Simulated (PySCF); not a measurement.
An unknown gives this computed stick spectrum. Level of theory: TDDFT PBE0/def2-SVPD, vertical, gas phase, core orbitals frozen in the response (PySCF 2.14.0, density-fitted response routines). Geometries: GFN2-xTB, one conformer each.

```json
{"state": "S1", "E (eV)": "3.89", "f": "0.0018"}
{"state": "S2", "E (eV)": "4.23", "f": "0.0012"}
{"state": "S3", "E (eV)": "4.61", "f": "0.038"}
{"state": "S4", "E (eV)": "5.16", "f": "0.015"}
{"state": "S5", "E (eV)": "5.32", "f": "0.015"}
{"state": "S6", "E (eV)": "5.51", "f": "0.049"}
{"state": "S7", "E (eV)": "5.80", "f": "0.071"}
{"state": "S8", "E (eV)": "6.54", "f": "0.929"}
```

**Question.** Which structure fits? All have the formula C6H7NO.
A. `C=C(C)c1ccon1`
B. `NC1=CC(O)=CC=C1`
C. `C/N=C/C#CC(C)=O`

**Answer.** C. Its S1, at 3.89 eV, is the lowest among the candidates; the nearest of the others has S1 at 4.91 eV. S1 is HOMO→LUMO (48%), HOMO-1→LUMO (21%), HOMO-2→LUMO (16%). Löwdin shares by element: HOMO nitrogen 31%, oxygen 28%, carbon 15% or more (atoms not listed hold the other 26%); LUMO carbon 47% or more, oxygen 18% (atoms not listed hold the other 35%). At the same level the other candidates give, for their lowest levels:
- `C=C(C)c1ccon1`: 5.72 eV (f 0.163); 6.00 eV (f 0.003); 6.07 eV (f 0.252); 6.32 eV (f 0.033); 6.94 eV (f 0.005); T1 3.56 eV; HOMO -7.26, LUMO -1.01 eV
- `Nc1cccc(O)c1`: 4.91 eV (f 0.035); 5.48 eV (f 0.014); 5.62 eV (f 0.051); 5.74 eV (f 0.011); 6.17 eV (f 0.180); T1 3.92 eV; HOMO -5.90, LUMO 0.08 eV
Triplets come from the Tamm–Dancoff approximation.
